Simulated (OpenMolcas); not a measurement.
## Ru2+: effect of the basis set

| Quantity | Value |
| --- | --- |
| Program | OpenMolcas |
| Method | SS-CASPT2, IPEA 0.25 Eh, imaginary shift 0.1 Eh (closed shells correlated: 4s 4p) |
| Active space | 6 electrons in 5 orbitals (4d) |
| State averaging | 2S+1 = 5 even, 5 roots; 2S+1 = 3 even, 45 roots; 2S+1 = 1 even, 50 roots |
| Spin-orbit coupling | state interaction with AMFI integrals over the reference wave functions, term energies averaged over their components |

A. ANO-R1 [6s4p3d1f], X2C, finite nucleus; CASPT2 step of the order of 10 core-seconds
B. ANO-RCC-VDZP [6s5p3d1f], DKH2, point nucleus; CASPT2 step of the order of 10 core-seconds
C. ANO-R2 [7s5p4d2f1g], X2C, finite nucleus; CASPT2 step roughly 16 core-seconds
D. ANO-RCC-VTZP [7s6p4d2f1g], DKH2, point nucleus; CASPT2 step of the order of 18 core-seconds
E. ANO-R3 [8s6p5d3f2g1h], X2C, finite nucleus; CASPT2 step about 50 core-seconds
F. ANO-RCC-VQZP [8s7p5d3f2g1h], DKH2, point nucleus; CASPT2 step roughly 90 core-seconds

Energies in cm⁻¹ above 4d⁶ ⁵D₄, the measured ground level; measured values from Moore, Atomic Energy Levels, vol. III, NSRDS-NBS 35 (1971 reprint of NBS Circular 467, 1958).

```tsv
Level	A	B	C	D	E	F	Measured
4d⁶ ⁵D₄	0.0	0.0	0.0	0.0	0.0	0.0	0.0
4d⁶ ⁵D₃	1205	1213	1158	1156	1176	1172	1159
4d⁶ ⁵D₂	1909	1920	1845	1844	1866	1861	1826
4d⁶ ⁵D₁	2370	2380	2290	2290	2320	2310	2266
4d⁶ ⁵D₀	2590	2600	2510	2510	2530	2530	2476
4d⁶ ³P₂(1)	15320	15360	15710	15740	15320	15350	
4d⁶ ³H₆	16620	16560	16080	16140	15580	15600	
4d⁶ ³H₅	16920	16870	16340	16390	15840	15850	
4d⁶ ³F₃(1)	18040	18070	17790	17850	17380	17380	
4d⁶ ³F₂(1)	18470	18510	18310	18380	17920	17920	
4d⁶ ³P₁(1)	18750	18800	19020	19040	18680	18690	
4d⁶ ³P₀(1)	19470	19550	19730	19760	19360	19370	
4d⁶ ³G₅	20510	20510	19670	19720	19200	19220	
4d⁶ ³G₄	21490	21490	20670	20720	20210	20230	
4d⁶ ³G₃	21760	21770	20930	20980	20490	20500	
4d⁶ ³D₂	24630	24670	23450	23540	23030	23030	
4d⁶ ³D₁	24830	24880	23600	23690	23200	23190	
4d⁶ ³D₃	25050	25100	23790	23880	23380	23370	
4d⁶ ¹I₆	25580	25510	24730	24800	23980	24040	
4d⁶ ¹G₄(1)	26360	26460	25970	26060	25390	25390	
4d⁶ ¹S₀(1)	28930	29150	28700	28770	28150	28150	
4d⁶ ¹D₂(1)	30290	30270	29960	30020	29420	29440	
4d⁶ ¹F₃	34350	34380	32900	33020	32280	32310	
4d⁶ ³P₀(2)	38540	38560	37030	37140	36470	36500
```

Deviations, from unrounded energies. A percentage is the sum of absolute deviations over the sum of measured energies, with the sign that they share, or ± where signs differ.

| Against measurement | Levels | A | B | C | D | E | F |
| --- | --- | --- | --- | --- | --- | --- | --- |
| mean absolute deviation (cm-1) | 4 | 86 | 98 | 20 | 19 | 42 | 36 |
| fine structure of the ground term (%) | 4 | +4.5 | +5.1 | ±1.0 | ±1.0 | +2.2 | +1.9 |

C, D lie about equally close to measurement and B furthest from it. The largest miss of D in the table is 4d⁶ ⁵D₀, by +31 cm-1. The ranking rests on the paired levels alone, and a cruder setting can come out closer through cancelling errors.

The two smallest mean deviations differ by little beside CASPT2's spread within terms, so their order carries little weight.

Among A to F the level of the table that moves most is 4d⁶ ¹F₃, by 2100 cm-1 (lowest in E, highest in B). Moves below CASPT2's spread within the term are not significant.

CASPT2 does not keep the components of a term degenerate, so their means are used; among the terms shown or strongly mixed into the levels shown the widest spread is 290 cm-1 (4d⁶ ¹G(1), C). Levels of configurations with an s electron are missing; early in the row they begin among the upper levels of the d shell and mix with terms of their name. Measured partners are found by configuration, term and J. A level has none where our copy of the source lacks it or the pairing is in doubt (some pairs that miss far off the trend of their configuration count as doubtful), and it then counts in no deviation. Only configurations of the active space appear. The table leaves out levels that lie high or whose names do not pair safely across all columns.

A number in round brackets counts repeated terms of one configuration in the order of the reference energies.
